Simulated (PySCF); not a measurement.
Ligand exchange on a metal centre used in film growth or etching (Zr NH2-H). Gas-phase values, no solvent. One relaxed conformer stands for each flexible species; it need not be the lowest.

Calculation: TPSSh-D3(BJ)/def2-TZVP // BP86-D3(BJ)/def2-SVP in PySCF 2.14.0. 

| species | coordination number | charge on the central atom (Mulliken) (e) | HOMO–LUMO gap (eV) | HOMO (eV) |
|---|---|---|---|---|
| 0 of 4 NH2 replaced by H | … | 1.72 | 5.57 | -5.93 |
| 1 of 4 NH2 replaced by H ([Zr(NH2)3(H)]) | 4 | 1.40 | 5.97 | … |
| 2 of 4 NH2 replaced by H ([Zr(NH2)2(H)2]) | … | 1.17 | … | -6.78 |
| 4 of 4 NH2 replaced by H | 4 | 0.81 | 5.05 | -7.96 |

Task: Some entries are withheld; supply them.

Result: 
- 0 of 4 NH2 replaced by H, coordination number: 4
- 1 of 4 NH2 replaced by H ([Zr(NH2)3(H)]), HOMO (eV): -6.39
- 2 of 4 NH2 replaced by H ([Zr(NH2)2(H)2]), coordination number: 4
- 2 of 4 NH2 replaced by H ([Zr(NH2)2(H)2]), HOMO–LUMO gap (eV): 5.11
